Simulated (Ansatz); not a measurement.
System: iodo(trimethoxy)silane, C$_{3}$H$_{9}$IO$_{3}$Si, net charge 0, singlet state. 
Coordinates optimised at B3LYP-D3(BJ)/def2-TZVP (Ansatz, a program for electronic structure):
SMILES: CO[Si](OC)(OC)I
```xyz
17

C      2.7024    -0.7072     0.9720
O      1.5832     0.0463     1.4249
Si     0.0477    -0.1305     0.9494
I     -0.0756     0.2069    -1.5044
O     -0.4735    -1.6209     1.2989
C     -1.7538    -2.1635     0.9956
O     -0.8887     0.9696     1.6760
C     -0.7708     2.3841     1.5715
H      3.5846    -0.3257     1.4832
H      2.5769    -1.7654     1.2093
H      2.8340    -0.5928    -0.1064
H     -1.9288    -2.1603    -0.0827
H     -1.7707    -3.1899     1.3584
H     -2.5421    -1.5928     1.4902
H      0.1984     2.7195     1.9455
H     -0.8879     2.7057     0.5341
H     -1.5620     2.8258     2.1751
```
Charge 0, spin multiplicity 1.

Parts of the frozen-core correlation energy in STO-3G (Ansatz, hartree). Frozen orbitals: 34; correlated occupied orbitals by spin: 25 and 25; virtual: 16 and 16. No spin-orbit coupling. In def2 rows, elements after Kr have scalar-relativistic effective core potentials. STO-3G rows are all-electron and non-relativistic.

| term | value |
|---|---|
| reference (HF) | -7475.40664 |
| MP2 opposite-spin | ___ |
| MP2 same-spin | ___ |
| CCSD correlation | ___ |
| (T) | -0.00797 |
| T1 diagnostic | 0.010 |
| largest doubles amplitude | 0.058 |

Fill in the missing entries.


- MP2 opposite-spin, value: -0.25278
- MP2 same-spin, value: -0.04292
- CCSD correlation, value: -0.37518
